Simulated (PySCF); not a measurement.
PySCF input file for Na(F) cation (FNa), SMILES [Na][F] (connectivity only; charge and spin as stated), charge +1, multiplicity 2, TDA-ωB97X/def2-TZVPD. Geometry optimised at PBE0-D3(BJ)/def2-TZVPD. The spin state was assumed, not searched.

```python
import numpy as np
from pyscf import gto, scf, dft, tdscf

mol = gto.M(
    atom='''
    Na    0.00000000    0.00000000   -1.10934065
    F     0.00000000    0.00000000    1.35586079
    ''',
    basis='def2-TZVPD',
    charge=1,
    spin=1,
    max_memory=1600,
    verbose=4,
)
mf = dft.UKS(mol, xc='wb97x').density_fit(auxbasis='def2-universal-jkfit')
mf.grids.level = 3
mf.conv_tol = 1e-9
mf.max_cycle = 100
mf.kernel()
fine, coarse = mf.grids, dft.Grids(mol).set(level=1).build(with_non0tab=True)
for _ in range(3):  # follow internal instabilities
    mf.grids = coarse
    mo, _, stable, _ = mf.stability(return_status=True, nroots=4)
    mf.grids = fine
    if stable:
        break
    mf.kernel(mf.make_rdm1(mo, mf.mo_occ))
mf.grids = dft.Grids(mol).set(level=1).build(with_non0tab=True)  # coarser grid for the response kernel
td = tdscf.TDA(mf)
td.nstates = 10
td.conv_tol = 1e-4
td.kernel(x0=td.get_init_guess(mf, 15))
td.analyze()
```

Log of the run:

```
PySCF version 2.14.0

[INPUT] verbose = 4
[INPUT] num. atoms = 2
[INPUT] num. electrons = 19
[INPUT] charge = 1
[INPUT] spin (= nelec alpha-beta = 2S) = 1
[INPUT] symmetry False subgroup None
[INPUT] Mole.unit = angstrom
[INPUT] Symbol           X                Y                Z      unit          X                Y                Z       unit  Magmom
[INPUT]  1 Na     0.000000000000   0.000000000000  -1.109340650000 AA    0.000000000000   0.000000000000  -2.096350007347 Bohr   0.0
[INPUT]  2 F      0.000000000000   0.000000000000   1.355860790000 AA    0.000000000000   0.000000000000   2.562205556136 Bohr   0.0

nuclear repulsion = 21.251222326513
number of shells = 27
number of NR pGTOs = 111
number of NR cGTOs = 75
basis = def2-TZVPD
ecp = {}


******** <class 'pyscf.df.df_jk.DFUKS'> ********
method = DFUKS
initial guess = minao
damping factor = 0
level_shift factor = 0
DIIS = <class 'pyscf.scf.diis.CDIIS'>
diis_start_cycle = 1
diis_space = 8
diis_damp = 0
SCF conv_tol = 1e-09
SCF conv_tol_grad = None
SCF max_cycles = 100
direct_scf = False
number electrons alpha = 10  beta = 9
XC library pyscf.dft.libxc version 7.1.2
    S. Lehtola, C. Steigemann, M. J. T. Oliveira, and M. A. L. Marques,  SoftwareX 7, 1–5 (2018)
XC functionals = wb97x
    J.-D. Chai and M. Head-Gordon,  J. Chem. Phys. 128, 084106 (2008)
radial grids:
    Treutler-Ahlrichs [JCP 102, 346 (1995); DOI:10.1063/1.469408] (M4) radial grids

becke partition: Becke, JCP 88, 2547 (1988); DOI:10.1063/1.454033
pruning grids: <function nwchem_prune>
grids dens level: 3
symmetrized grids: False
atomic radii adjust function: <function treutler_atomic_radii_adjust>
small_rho_cutoff = 0
Set gradient conv threshold to 3.16228e-05
tot grids = 32368
******** <class 'pyscf.df.df.DF'> ********
auxbasis = def2-universal-jkfit
Create RSH-DF object <pyscf.df.df.DF object> for omega=0.3
******** <class 'pyscf.df.df.DF'> ********
auxbasis = auxmol.basis = def2-universal-jkfit
init E= -261.823768816051
  alpha nocc = 10  HOMO = -0.552847712332917  LUMO = -0.0821018245842851

WARN: beta  nocc = 9  HOMO -0.55284771233295 >= LUMO -0.552847712332911


WARN: HOMO -0.552847712332917 >= LUMO -0.552847712332911

cycle= 1 E= -261.824606987734  delta_E= -0.000838  |g|= 0.153  |ddm|= 0.739
  alpha nocc = 10  HOMO = -0.8305036843404  LUMO = -0.160252531542078
  beta  nocc = 9  HOMO = -0.800340340436701  LUMO = -0.40463356533968
  HOMO = -0.800340340437  LUMO = -0.40463356534  gap/eV = 10.76773
cycle= 2 E= -261.832199467236  delta_E= -0.00759  |g|= 0.0664  |ddm|= 0.092
  alpha nocc = 10  HOMO = -0.797326763032681  LUMO = -0.158380366793935
  beta  nocc = 9  HOMO = -0.766065113219181  LUMO = -0.366570716027269
  HOMO = -0.766065113219  LUMO = -0.366570716027  gap/eV = 10.87080
cycle= 3 E= -261.833214682144  delta_E= -0.00102  |g|= 0.0215  |ddm|= 0.0351
  alpha nocc = 10  HOMO = -0.804868615511597  LUMO = -0.158666150326304
  beta  nocc = 9  HOMO = -0.772239713058283  LUMO = -0.369797457681656
  HOMO = -0.772239713058  LUMO = -0.369797457682  gap/eV = 10.95101
cycle= 4 E= -261.833368299493  delta_E= -0.000154  |g|= 0.00408  |ddm|= 0.0107
  alpha nocc = 10  HOMO = -0.803546152788084  LUMO = -0.158946146432065
  beta  nocc = 9  HOMO = -0.770358672458203  LUMO = -0.367926530324979
  HOMO = -0.770358672458  LUMO = -0.367926530325  gap/eV = 10.95074
cycle= 5 E= -261.833375328754  delta_E= -7.03e-06  |g|= 0.00137  |ddm|= 0.0027
  alpha nocc = 10  HOMO = -0.803980581514966  LUMO = -0.159018100760505
  beta  nocc = 9  HOMO = -0.770472080940116  LUMO = -0.368088886407484
  HOMO = -0.77047208094  LUMO = -0.368088886407  gap/eV = 10.94940
cycle= 6 E= -261.833376241304  delta_E= -9.13e-07  |g|= 0.000229  |ddm|= 0.000922
  alpha nocc = 10  HOMO = -0.804036015632154  LUMO = -0.159033582628254
  beta  nocc = 9  HOMO = -0.770431627121086  LUMO = -0.368081098949439
  HOMO = -0.770431627121  LUMO = -0.368081098949  gap/eV = 10.94852
cycle= 7 E= -261.833376282784  delta_E= -4.15e-08  |g|= 4.67e-05  |ddm|= 0.000213
  alpha nocc = 10  HOMO = -0.804057389618237  LUMO = -0.159040568423492
  beta  nocc = 9  HOMO = -0.770430992205827  LUMO = -0.368088733135274
  HOMO = -0.770430992206  LUMO = -0.368088733135  gap/eV = 10.94829
cycle= 8 E= -261.833376285184  delta_E= -2.4e-09  |g|= 1.23e-05  |ddm|= 5.54e-05
  alpha nocc = 10  HOMO = -0.804059567149633  LUMO = -0.159042567327511
  beta  nocc = 9  HOMO = -0.770430839502997  LUMO = -0.368089780897677
  HOMO = -0.770430839503  LUMO = -0.368089780898  gap/eV = 10.94826
cycle= 9 E= -261.833376285784  delta_E= -6e-10  |g|= 1.08e-05  |ddm|= 2.29e-05
  alpha nocc = 10  HOMO = -0.804059249437628  LUMO = -0.159042649344286
  beta  nocc = 9  HOMO = -0.770430516550499  LUMO = -0.368089478319582
  HOMO = -0.77043051655  LUMO = -0.36808947832  gap/eV = 10.94826
Extra cycle  E= -261.833376286216  delta_E= -4.32e-10  |g|= 1.07e-05  |ddm|= 1.66e-05
converged SCF energy = -261.833376286216  <S^2> = 0.75194997  2S+1 = 2.001949
tot grids = 11416
uhf_internal: lowest eigs of H = [-3.68517134e-04  1.90950345e-02  8.47230430e-01  8.64349558e-01]
<class 'pyscf.df.df_jk.DFUKS'> wavefunction has an internal instability


******** <class 'pyscf.df.df_jk.DFUKS'> ********
method = DFUKS
initial guess = minao
damping factor = 0
level_shift factor = 0
DIIS = <class 'pyscf.scf.diis.CDIIS'>
diis_start_cycle = 1
diis_space = 8
diis_damp = 0
SCF conv_tol = 1e-09
SCF conv_tol_grad = None
SCF max_cycles = 100
direct_scf = False
number electrons alpha = 10  beta = 9
XC library pyscf.dft.libxc version 7.1.2
    S. Lehtola, C. Steigemann, M. J. T. Oliveira, and M. A. L. Marques,  SoftwareX 7, 1–5 (2018)
XC functionals = wb97x
    J.-D. Chai and M. Head-Gordon,  J. Chem. Phys. 128, 084106 (2008)
radial grids:
    Treutler-Ahlrichs [JCP 102, 346 (1995); DOI:10.1063/1.469408] (M4) radial grids

becke partition: Becke, JCP 88, 2547 (1988); DOI:10.1063/1.454033
pruning grids: <function nwchem_prune>
grids dens level: 3
symmetrized grids: False
atomic radii adjust function: <function treutler_atomic_radii_adjust>
small_rho_cutoff = 0
Set gradient conv threshold to 3.16228e-05
init E= -261.826640084515
  alpha nocc = 10  HOMO = -0.803744454706748  LUMO = -0.158920844200701
  beta  nocc = 9  HOMO = -0.773349494532636  LUMO = -0.367273997600194
  HOMO = -0.773349494533  LUMO = -0.3672739976  gap/eV = 11.04988
cycle= 1 E= -261.833178711782  delta_E= -0.00654  |g|= 0.0205  |ddm|= 0.0486
  alpha nocc = 10  HOMO = -0.802820493171685  LUMO = -0.158981016936764
  beta  nocc = 9  HOMO = -0.769984502510434  LUMO = -0.367035176340003
  HOMO = -0.76998450251  LUMO = -0.36703517634  gap/eV = 10.96481
cycle= 2 E= -261.833364872045  delta_E= -0.000186  |g|= 0.00454  |ddm|= 0.011
  alpha nocc = 10  HOMO = -0.804841425752507  LUMO = -0.159039089664816
  beta  nocc = 9  HOMO = -0.771314750277308  LUMO = -0.368816184249297
  HOMO = -0.771314750277  LUMO = -0.368816184249  gap/eV = 10.95254
cycle= 3 E= -261.833377950215  delta_E= -1.31e-05  |g|= 0.00209  |ddm|= 0.00379
  alpha nocc = 10  HOMO = -0.803964846856337  LUMO = -0.159036935469722
  beta  nocc = 9  HOMO = -0.770392709257202  LUMO = -0.367999818213384
  HOMO = -0.770392709257  LUMO = -0.367999818213  gap/eV = 10.94967
cycle= 4 E= -261.833379185283  delta_E= -1.24e-06  |g|= 0.000277  |ddm|= 0.000837
  alpha nocc = 10  HOMO = -0.804057115827123  LUMO = -0.159042225229108
  beta  nocc = 9  HOMO = -0.770438680675319  LUMO = -0.368065766123955
  HOMO = -0.770438680675  LUMO = -0.368065766124  gap/eV = 10.94912
cycle= 5 E= -261.83337925892  delta_E= -7.36e-08  |g|= 1.66e-05  |ddm|= 0.00029
  alpha nocc = 10  HOMO = -0.804057897681292  LUMO = -0.159043348099573
  beta  nocc = 9  HOMO = -0.770435051382081  LUMO = -0.368063457190132
  HOMO = -0.770435051382  LUMO = -0.36806345719  gap/eV = 10.94909
cycle= 6 E= -261.833379259543  delta_E= -6.23e-10  |g|= 1.03e-05  |ddm|= 2.22e-05
  alpha nocc = 10  HOMO = -0.804058364010632  LUMO = -0.159043601277716
  beta  nocc = 9  HOMO = -0.770434584210978  LUMO = -0.36806333211981
  HOMO = -0.770434584211  LUMO = -0.36806333212  gap/eV = 10.94908
Extra cycle  E= -261.833379259939  delta_E= -3.97e-10  |g|= 1.02e-05  |ddm|= 1.59e-05
converged SCF energy = -261.833379259939  <S^2> = 0.75194967  2S+1 = 2.0019487
uhf_internal: lowest eigs of H = [2.85765747e-04 1.86053972e-02 8.47559699e-01 8.64242340e-01]
<class 'pyscf.df.df_jk.DFUKS'> wavefunction is stable in the internal stability analysis
tot grids = 11416


******** <class 'pyscf.tdscf.uks.TDA'> for <class 'pyscf.df.df_jk.DFUKS'> ********
nstates = 10
deg_eia_thresh = 1.000e-03
wfnsym = None
conv_tol = 0.0001
eigh lindep = 1e-12
eigh level_shift = 0
eigh max_cycle = 100


Excitation energies (eV)
[ 0.4056474   0.65885358 11.61478251 11.8757099  12.49917582 12.79328964
 13.96791399 14.03310453 14.16692328 14.19687154]

** Excitation energies and oscillator strengths **
Excited State   1:      0.40565 eV   3056.45 nm  f=0.0000
       9b ->   10b      0.99613
Excited State   2:      0.65885 eV   1881.82 nm  f=0.0000
       8b ->   10b     -0.99610
Excited State   3:     11.61478 eV    106.75 nm  f=0.0144
       9b ->   11b      0.88106
       9b ->   14b      0.37076
       9b ->   18b     -0.21010
       9b ->   26b     -0.13380
Excited State   4:     11.87571 eV    104.40 nm  f=0.0254
       9a ->   11a     -0.12857
       8b ->   11b      0.88015
       8b ->   14b      0.35651
       8b ->   18b     -0.19580
       8b ->   26b     -0.12107
Excited State   5:     12.49918 eV     99.19 nm  f=0.0177
      10a ->   11a     -0.88213
      10a ->   14a     -0.37102
      10a ->   18a      0.20519
      10a ->   26a      0.13041
Excited State   6:     12.79329 eV     96.91 nm  f=0.0415
       9a ->   11a      0.87877
       9a ->   14a      0.35560
       9a ->   18a     -0.18822
       9a ->   26a     -0.11651
       8b ->   11b      0.13588
Excited State   7:     13.96791 eV     88.76 nm  f=0.0049
      10a ->   13a     -0.15304
      10a ->   20a     -0.11557
       9b ->   12b      0.86464
       9b ->   17b     -0.25542
       9b ->   19b      0.35112
Excited State   8:     14.03310 eV     88.35 nm  f=0.0000
       9b ->   13b      0.88055
       9b ->   16b     -0.27016
       9b ->   21b      0.36781
Excited State   9:     14.16692 eV     87.52 nm  f=0.0027
       8b ->   12b     -0.87591
       8b ->   17b      0.26914
       8b ->   19b     -0.35361
       9b ->   14b     -0.10693
Excited State  10:     14.19687 eV     87.33 nm  f=0.0049
       8b ->   13b     -0.88116
       8b ->   16b      0.27879
       8b ->   21b     -0.35647

** Transition electric dipole moments (AU) **
state          X           Y           Z        Dip. S.      Osc.
  1         0.0000      0.0000     -0.0000      0.0000      0.0000
  2         0.0028     -0.0016      0.0000      0.0000      0.0000
  3         0.1134      0.1941      0.0000      0.0505      0.0144
  4        -0.0000      0.0000      0.2953      0.0872      0.0254
  5        -0.1211     -0.2075      0.0000      0.0577      0.0177
  6        -0.0000      0.0000      0.3640      0.1325      0.0415
  7         0.0000     -0.0000     -0.1199      0.0144      0.0049
  8         0.0000      0.0000     -0.0003      0.0000      0.0000
  9         0.0430      0.0766      0.0000      0.0077      0.0027
 10         0.1028     -0.0600     -0.0000      0.0142      0.0049

** Transition velocity dipole moments (imaginary part, AU) **
state          X           Y           Z        Dip. S.      Osc.
  1        -0.0000     -0.0000     -0.0000      0.0000      0.0000
  2         0.0021     -0.0012      0.0000      0.0000      0.0002
  3         0.0513      0.0879      0.0000      0.0104      0.0162
  4        -0.0000      0.0000      0.1335      0.0178      0.0272
  5        -0.0570     -0.0977      0.0000      0.0128      0.0186
  6        -0.0000      0.0000      0.1721      0.0296      0.0420
  7         0.0000     -0.0000     -0.0543      0.0029      0.0038
  8         0.0000      0.0000     -0.0001      0.0000      0.0000
  9         0.0159      0.0285      0.0000      0.0011      0.0014
 10         0.0432     -0.0255     -0.0000      0.0025      0.0032

** Transition magnetic dipole moments (imaginary part, AU) **
state          X           Y           Z
  1        -0.0000      0.0000      1.0013
  2         0.4956      0.8478      0.0000
  3         0.2245     -0.1311      0.0000
  4         0.0000      0.0000     -0.0000
  5        -0.2512      0.1466      0.0000
  6         0.0000      0.0000     -0.0000
  7        -0.0000     -0.0000      0.0000
  8         0.0000     -0.0000     -0.0063
  9         0.0923     -0.0515      0.0000
 10        -0.0786     -0.1342      0.0000
```

Self-consistency was reached.
